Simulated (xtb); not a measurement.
W(F)5(OH) (F5HOW), SMILES [OH][W]([F])([F])([F])([F])[F], multiplicity 1. All values are semi-empirical tight-binding results from xtb (GFN2-xTB unless named), good for trends rather than for accurate numbers. Geometry optimised at GFN2-xTB. The spin state was assumed, not searched. The isomer is the one that the SMILES or the coordinates give; other isomers of the formula were not compared. The values are those of a single conformer.

Optimised geometry:

```xyz
8

W      0.0000     0.0000     0.0148
F      0.0000     0.0000    -1.8234
F      1.3152     1.3152    -0.0586
F      1.3152    -1.3152    -0.0586
F     -1.3152     1.3152    -0.0586
F     -1.3152    -1.3152    -0.0586
O      0.0000     0.0000     1.8286
H      0.0000     0.0000     2.7930
```

For metal compounds this method's bond lengths and energies can be far off.

Task: Estimate the properties. (An estimate is asked for; the answer gives what the named calculation found.)

Result: 
```json
{
 "point_group_as_xtb_finds_it": "C4v",
 "orbital_gap": "6.55 eV",
 "zero_point_energy": "12.5 kcal/mol",
 "G − E(el) at 298.15 K (modified RRHO)": "-9.1 kcal/mol"
}
```

Task: Give the atomic charges and the Wiberg bond orders between heavy atoms. (Estimate from the structure and the level; the computed values follow.)

Result: charges (e) W1 2.01, F2 -0.39, F3 -0.37, F4 -0.37, F5 -0.37, F6 -0.37, O7 -0.55, H8 0.39. Bond orders W1–F2 0.80, W1–F3 0.81, W1–F4 0.81, W1–F5 0.81, W1–F6 0.81, W1–O7 1.10.
